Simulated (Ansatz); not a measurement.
Relaxation of C₂H₄BF (8 atoms, charge 0, multiplicity 1), to a largest force component of 0.02 eV/Å in at most 50 steps.

Computed with Ansatz 0.2.0, RKS B3LYP-D4/cc-pVDZ.

```xyz
8
Properties=species:S:1:pos:R:3:forces:R:3
B -0.323 1.136 -0.402 -1.24 1.18 -1.23
C -0.156 -0.372 -0.333 -0.01 1.43 -0.37
C 0.458 -0.922 0.684 2.04 -0.79 2.74
F -0.555 -1.146 -1.335 -0.63 -0.65 -0.99
H -0.942 1.639 -1.354 0.46 -0.35 0.46
H 0.031 1.908 0.438 0.27 -0.23 0.27
H 0.657 -1.997 0.739 -0.13 -0.08 -0.01
H 0.921 -0.303 1.506 -0.75 -0.52 -0.87
```

Problem. Where does it end, and by what steps?

Solution. The forces met the threshold. After 5 steps the energy has fallen by 0.189 eV; B1 moved furthest, 0.07 Å.

```
step  energy less start (eV)  largest force component (eV/Å)  accepted
   0                  0.0000                           2.736       yes
   1                 -0.0882                           1.179       yes
   2                 -0.1879                           0.183       yes
   3                 -0.1890                           0.082       yes
   4                 -0.1893                           0.055       yes
   5                 -0.1895                           0.018       yes
```

```xyz
8
Properties=species:S:1:pos:R:3
B -0.365 1.175 -0.437
C -0.124 -0.342 -0.324
C 0.514 -0.935 0.703
F -0.587 -1.138 -1.329
H -0.946 1.642 -1.380
H 0.044 1.879 0.448
H 0.663 -2.017 0.744
H 0.894 -0.321 1.519
```

Whether the end is a true minimum wasn't checked by a vibrational analysis.

Run time: 17 s on 1 thread of Arm Neoverse V1, on a shared host, peak memory 0.13 GiB.
